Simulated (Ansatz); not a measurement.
Steps of a relaxation of C2H6OSi, SMILES `O=CC[SiH3]` with RKS PBE-D4/def2-SVP.

```sh
$ ansatz run in.yaml --threads 2 --pin off --events-out ev --progress --plain --max-ram 4352MiB
```

```yaml
crystal:
  periodic: [false, false, false]
  atoms:
    - {symbol: O, position_ang: [-1.518300, -0.049500, -1.476800]}
    - {symbol: C, position_ang: [-0.636500, 0.743700, -1.233400]}
    - {symbol: C, position_ang: [0.329300, 0.554600, -0.136600]}
    - {symbol: Si, position_ang: [0.233700, -0.929200, 0.938800]}
    - {symbol: H, position_ang: [-0.470400, 1.645500, -1.861000]}
    - {symbol: H, position_ang: [1.352800, 0.552700, -0.591300]}
    - {symbol: H, position_ang: [0.343600, 1.456400, 0.502700]}
    - {symbol: H, position_ang: [0.342300, -2.177500, 0.154200]}
    - {symbol: H, position_ang: [1.238300, -0.927500, 2.011300]}
    - {symbol: H, position_ang: [-1.131800, -0.920400, 1.695100]}
basis:
  gaussian: {orbitals: def2-SVP}
hamiltonian: {xc: pbe, dispersion: d4}
relax: {f_tol: 0.03, max_steps: 200}
```

Positions (Å) and forces (eV/Å) along the path, 7 of 7 steps:

```xyz
10
step=1 energy=-12081.0872 eV
O    -1.518   -0.050   -1.477   -0.601   -0.204   -0.328
C    -0.636    0.744   -1.233   -0.278   -0.623   -0.056
C     0.329    0.555   -0.137    1.537    0.937    0.054
Si    0.234   -0.929    0.939   -1.975   -0.895    0.992
H    -0.470    1.645   -1.861   -0.040    0.553   -0.350
H     1.353    0.553   -0.591   -0.062    0.185   -0.029
H     0.344    1.456    0.503    0.028    0.328    0.094
H     0.342   -2.178    0.154    0.089   -0.357   -0.217
H     1.238   -0.927    2.011    0.627    0.149    0.278
H    -1.132   -0.920    1.695    0.675   -0.073   -0.441
10
step=2 energy=-12081.2194 eV
O    -1.513   -0.078   -1.459    0.246   -0.121   -0.228
C    -0.598    0.699   -1.257   -0.924    0.531    0.454
C     0.383    0.565   -0.135    0.689    0.310   -0.288
Si    0.166   -0.940    0.958   -0.336   -0.514    0.337
H    -0.545    1.685   -1.819    0.171   -0.223   -0.243
H     1.410    0.572   -0.580   -0.030   -0.035    0.084
H     0.376    1.494    0.478   -0.094    0.081   -0.065
H     0.313   -2.201    0.168    0.006   -0.091   -0.063
H     1.263   -0.897    1.978    0.068    0.000    0.129
H    -1.172   -0.950    1.670    0.204    0.062   -0.116
10
step=3 energy=-12081.1636 eV rejected
O    -1.420   -0.130   -1.546    0.423    0.823    0.152
C    -0.640    0.772   -1.252   -0.134   -1.262   -0.042
C     0.410    0.619   -0.160   -0.919   -1.208    0.481
Si    0.172   -0.987    0.999    0.001    0.886   -0.778
H    -0.650    1.750   -1.827    0.006   -0.040    0.155
H     1.414    0.509   -0.590    0.414    0.270   -0.295
H     0.383    1.506    0.478    0.279    0.587    0.288
H     0.295   -2.244    0.184   -0.003    0.030    0.076
H     1.276   -0.935    2.026   -0.059   -0.024   -0.050
H    -1.158   -0.911    1.690   -0.006   -0.062    0.013
10
step=4 energy=-12081.2663 eV
O    -1.481   -0.114   -1.476    0.356    0.414    0.226
C    -0.633    0.729   -1.219   -0.230   -0.297   -0.449
C     0.398    0.589   -0.128   -0.072    0.141    0.054
Si    0.157   -0.954    0.963    0.118   -0.101    0.002
H    -0.561    1.677   -1.850   -0.044   -0.159    0.185
H     1.413    0.578   -0.593   -0.072    0.003   -0.011
H     0.397    1.514    0.495    0.012   -0.021   -0.036
H     0.297   -2.218    0.164   -0.002    0.019   -0.008
H     1.264   -0.913    1.985   -0.055   -0.041    0.036
H    -1.170   -0.940    1.662   -0.010    0.042    0.000
10
step=5 energy=-12081.2731 eV
O    -1.485   -0.109   -1.467    0.204    0.200    0.074
C    -0.628    0.726   -1.227   -0.251   -0.179   -0.121
C     0.396    0.592   -0.130    0.062    0.014    0.041
Si    0.166   -0.956    0.962   -0.038   -0.019    0.010
H    -0.565    1.674   -1.847    0.012   -0.062    0.045
H     1.410    0.578   -0.594   -0.009    0.029   -0.018
H     0.393    1.519    0.488    0.005    0.015   -0.011
H     0.303   -2.216    0.159    0.004    0.006   -0.013
H     1.256   -0.927    2.001   -0.005   -0.015    0.015
H    -1.165   -0.932    1.658    0.015    0.011   -0.020
10
step=6 energy=-12081.2750 eV
O    -1.486   -0.113   -1.453    0.067    0.052    0.022
C    -0.628    0.720   -1.223   -0.123   -0.053   -0.020
C     0.400    0.595   -0.129    0.068   -0.003    0.024
Si    0.167   -0.955    0.960   -0.017   -0.003    0.013
H    -0.566    1.665   -1.846    0.014   -0.010   -0.009
H     1.412    0.585   -0.598   -0.003    0.014   -0.009
H     0.397    1.525    0.485   -0.007    0.003   -0.006
H     0.304   -2.212    0.151    0.003    0.006   -0.008
H     1.250   -0.936    2.007   -0.004   -0.010    0.004
H    -1.167   -0.926    1.649    0.002    0.003   -0.012
10
step=7 energy=-12081.2762 eV
O    -1.503   -0.106   -1.417   -0.007   -0.001    0.000
C    -0.629    0.716   -1.217    0.012   -0.002    0.012
C     0.408    0.599   -0.126   -0.017    0.009   -0.019
Si    0.168   -0.954    0.958    0.000    0.000    0.001
H    -0.552    1.641   -1.867   -0.001   -0.006    0.000
H     1.417    0.601   -0.600    0.007    0.004    0.005
H     0.392    1.530    0.485    0.005    0.001    0.005
H     0.311   -2.202    0.136   -0.002   -0.003   -0.001
H     1.241   -0.948    2.014    0.004   -0.002    0.003
H    -1.171   -0.928    1.636   -0.002    0.002   -0.006
```

It took 13 s on 2 threads of an Arm Neoverse V1 on a shared host, with 0.12 GiB of host memory at the peak.
